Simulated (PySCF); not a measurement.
A species of formula C6H10FNS has this rotational fingerprint, computed with PBE0/pcSseg-1 in PySCF (dipole) on a GFN2-xTB geometry, gas phase:

| Property | Result |
| --- | --- |
| Rotational constants | A = 1824, B = 1053, C = 916.4 MHz |
| Dipole components | \|μa\| = 0.27 D, \|μb\| = 2.76 D, \|μc\| = 0.28 D |
| Inertial defect | -205.26 u·Å² |
| κ | -0.70 |

Question: Which candidate fits, each taken in the one conformer that was computed?
A. `[H]/[N:9]=[CH:8]/[C@H:6](/[C:3]([S:2][CH3:1])=[CH:4]/[F:5])[CH3:7]` with C1–S2–C3–C4 -14°, S2–C3–C6–C7 -94°, C3–C6–C8–N9 128°
B. `[CH3:1][S:2][C:3]1=[C:4]([F:5])[N:6]([CH3:7])[CH2:8][CH2:9]1` with C1–S2–C3–C4 -18°, C3–C4–N6–C7 149°, C4–N6–C8–C9 -19°, N6–C8–C9–C3 17°, S2–C3–C9–C8 174°
C. `[CH2:1]=[CH:2][C@:3]([CH3:4])([F:5])[C:6](=[S:7])[NH:8][CH3:9]` with C1–C2–C3–C4 122°, C2–C3–C6–S7 -68°, C3–C6–N8–C9 -179°
D. `[CH3:1][C@@H:2]1[CH:3]=[N:4][CH2:5][C@H:6]([F:7])[C@@H:8]1[SH:9]` with C6–C8–S9–H -50°, C1–C2–C3–N4 -110°, C3–N4–C5–C6 12°, N4–C5–C6–F7 83°, C5–C6–C8–S9 -176°

Answer: C. It is C=C[C@](C)(F)C(=S)NC, an asymmetric top, point group C1. The candidates at the same level (rigid rotor, commonest isotopes):

```
                      SMILES  A (MHz)  B (MHz)  C (MHz)  μa (D)  μb (D)  μc (D)  Δ (u·Å²)  point group           rotor
C[C@@H]1C=NC[C@H](F)[C@@H]1S     2022     1210    992.9    0.18    0.26    0.72   -158.61           C1  asymmetric top
 [H]/N=C/[C@@H](C)/C(=C/F)SC     2222    863.0    708.2    0.31    0.36    0.89    -99.49           C1  asymmetric top
            CSC1=C(F)N(C)CC1     2480     1016    745.7    1.77    0.02    0.13    -23.33           C1  asymmetric top
        C=C[C@](C)(F)C(=S)NC     1824     1053    916.4    0.27    2.76    0.28   -205.26           C1  asymmetric top
```

`C[C@@H]1C=NC[C@H](F)[C@@H]1S` has B 15 % too high; `CSC1=C(F)N(C)CC1` has A 36 % too high; `[H]/N=C/[C@@H](C)/C(=C/F)SC` has C 23 % too low. No structure here is proved a minimum.
